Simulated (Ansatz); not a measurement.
C₂H₇AlOS (`[AlH2][CH2]OCS`) at its PBE0-D4/def2-TZVP geometry, where that method's forces vanish. The species carries charge 0 and has multiplicity 1.

```json
{"atom": "Al1", "x (Å)": "0.0626", "y (Å)": "2.4823", "z (Å)": "0.1574"}
{"atom": "C2", "x (Å)": "-0.5290", "y (Å)": "0.6072", "z (Å)": "0.0481"}
{"atom": "O3", "x (Å)": "0.4837", "y (Å)": "-0.2769", "z (Å)": "0.5031"}
{"atom": "C4", "x (Å)": "0.1593", "y (Å)": "-1.6224", "z (Å)": "0.3936"}
{"atom": "S5", "x (Å)": "0.0702", "y (Å)": "-2.2663", "z (Å)": "-1.3084"}
{"atom": "H6", "x (Å)": "1.5429", "y (Å)": "2.8655", "z (Å)": "0.5717"}
{"atom": "H7", "x (Å)": "-1.0063", "y (Å)": "3.6012", "z (Å)": "-0.2042"}
{"atom": "H8", "x (Å)": "-0.7972", "y (Å)": "0.3717", "z (Å)": "-0.9958"}
{"atom": "H9", "x (Å)": "-1.4575", "y (Å)": "0.4541", "z (Å)": "0.6256"}
{"atom": "H10", "x (Å)": "0.9138", "y (Å)": "-2.1825", "z (Å)": "0.9444"}
{"atom": "H11", "x (Å)": "-0.8310", "y (Å)": "-1.8354", "z (Å)": "0.8171"}
{"atom": "H12", "x (Å)": "1.3886", "y (Å)": "-2.1986", "z (Å)": "-1.5525"}
```

Question: For each bond, give half the difference of the two atoms' forces along it (eV/Å; positive pushes the atoms apart) under PBE-D4, r2SCAN-D4, B3LYP-D4, ωB97M-V in def2-TZVPP. (An estimate is asked.)

Answer: Ansatz gave: 
```json
{"bond": "Al1–C2", "length (Å)": "1.969", "PBE-D4": "-0.09", "r2SCAN-D4": "-0.09", "B3LYP-D4": "-0.01", "ωB97M-V": "0.02"}
{"bond": "Al1–H6", "length (Å)": "1.584", "PBE-D4": "0.06", "r2SCAN-D4": "-0.02", "B3LYP-D4": "-0.08", "ωB97M-V": "-0.12"}
{"bond": "Al1–H7", "length (Å)": "1.589", "PBE-D4": "0.04", "r2SCAN-D4": "-0.03", "B3LYP-D4": "-0.08", "ωB97M-V": "-0.11"}
{"bond": "C2–O3", "length (Å)": "1.419", "PBE-D4": "0.27", "r2SCAN-D4": "0.29", "B3LYP-D4": "0.27", "ωB97M-V": "0.23"}
{"bond": "C2–H8", "length (Å)": "1.103", "PBE-D4": "0.13", "r2SCAN-D4": "-0.02", "B3LYP-D4": "-0.11", "ωB97M-V": "-0.12"}
{"bond": "C2–H9", "length (Å)": "1.104", "PBE-D4": "0.11", "r2SCAN-D4": "-0.03", "B3LYP-D4": "-0.09", "ωB97M-V": "-0.10"}
{"bond": "O3–C4", "length (Å)": "1.388", "PBE-D4": "0.29", "r2SCAN-D4": "0.21", "B3LYP-D4": "0.21", "ωB97M-V": "0.23"}
{"bond": "C4–S5", "length (Å)": "1.822", "PBE-D4": "0.19", "r2SCAN-D4": "0.17", "B3LYP-D4": "0.25", "ωB97M-V": "0.02"}
{"bond": "C4–H10", "length (Å)": "1.089", "PBE-D4": "0.05", "r2SCAN-D4": "-0.10", "B3LYP-D4": "-0.19", "ωB97M-V": "-0.14"}
{"bond": "C4–H11", "length (Å)": "1.098", "PBE-D4": "0.09", "r2SCAN-D4": "-0.08", "B3LYP-D4": "-0.13", "ωB97M-V": "-0.12"}
{"bond": "S5–H12", "length (Å)": "1.342", "PBE-D4": "0.27", "r2SCAN-D4": "0.01", "B3LYP-D4": "-0.03", "ωB97M-V": "-0.11"}
```

B3LYP here is the variant with VWN-RPA as its local correlation; programs differ in this.
